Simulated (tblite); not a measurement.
C₂F₃ (SMILES F[C]=C(F)F), doublet, at a GFN2-xTB geometry; tblite 0.6.0 with GFN1-xTB.

Here is a job for tblite.
```
$ tblite run mol.xyz --method gfn1 --charge 0 --spin 1 --grad --json tblite.json --no-restart

# file mol.xyz
5

C     -0.02097005     0.18801536     0.95068298
C      0.00630951     0.22182388    -0.35025560
F     -0.03482227    -0.77428364     1.82927975
F      0.01570563     1.33880864    -1.05329788
F      0.02889033    -0.83775117    -1.17626680
```

The log (banner, timings and long lists left out):

```
xTB calculator
 | screened Coulomb repulsion
 | Coulomb electrostatics
 |  * isotropic Klopman-Ohno-Mataga-Nishimoto electrostatics
 |  * onsite third-order electrostatics
 | DFT-D3(BJ) dispersion correction

halogen bonding energy    0.0000000000000E+00 Eh
repulsion energy          8.8056144183374E-02 Eh
dispersion energy        -8.7085960293124E-04 Eh
number of electrons       2.9000000000000E+01 e
integral cutoff           1.7350510997663E+01 bohr

------------------------------------------------------------
  cycle        total energy    energy error   density error
------------------------------------------------------------
      1     -19.35662491752  -1.9443810E+01   6.2928082E-01
      2     -19.50308029625  -1.4645538E-01   3.5048000E-01
      3     -19.50301000015   7.0296098E-05   1.6483515E-01
      4     -19.50399474487  -9.8474472E-04   5.3551308E-02
      5     -19.50674871096  -2.7539661E-03   1.5137269E-03
      6     -19.50675105690  -2.3459386E-06   1.9567470E-04
      7     -19.50675109718  -4.0278202E-08   8.2845715E-05
      8     -19.50675109974  -2.5615030E-09   5.8992214E-05
      9     -19.50675110434  -4.5956625E-09   1.5240644E-07
------------------------------------------------------------

electronic energy        -1.9593936388919E+01 Eh
total energy             -1.9506751104338E+01 Eh

Post processing:
 | Mayer-Wiberg bond orders

[Info] Tight-binding results written to 'tblite.txt'
[Info] JSON dump of results written to 'tblite.json'
```
